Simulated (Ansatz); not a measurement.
Z-matrix (Å, degrees):
```
C
C 1 1.520
H 1 1.092 2 112.6
H 1 1.096 2 109.8 3 -120.0
H 1 1.093 2 111.8 3 121.3
C 2 1.520 1 113.1 3 179.5
In 2 2.163 1 110.9 3 -55.2
H 2 1.095 1 109.3 3 57.5
H 6 1.096 2 109.8 1 -59.5
H 6 1.093 2 111.8 1 59.2
H 6 1.092 2 112.6 1 -179.5
Cl 7 2.331 2 124.1 1 -153.0
Cl 7 2.331 2 124.2 1 26.7
```

Total charge 0; spin multiplicity 1. In takes the def2 core potential.

Problem. List the PBE/def2-TZVPP orbital energies in eV (the Gaussian-basis code of Ansatz). (An estimate is asked.)

Solution. Computed: Occupied: -2738.43, -2738.43, -270.14, -269.32, -269.32, -248.97, -248.97, -189.65, -189.65, -189.52, -189.52, -189.49, -189.49, -122.63, -80.37, -80.13, -80.07, -20.38, -20.34, -20.22, -19.46, -19.43, -19.23, -18.84, -18.45, -17.48, -14.70, -11.76, -11.49, -10.50, -10.17, -9.89, -8.97, -8.88, -8.40, -7.69, -7.68, -7.36, -7.20, -6.72. Lowest empty: -2.46, -2.20, -0.13, 0.03, 0.82, 1.16, 1.68, 1.71.
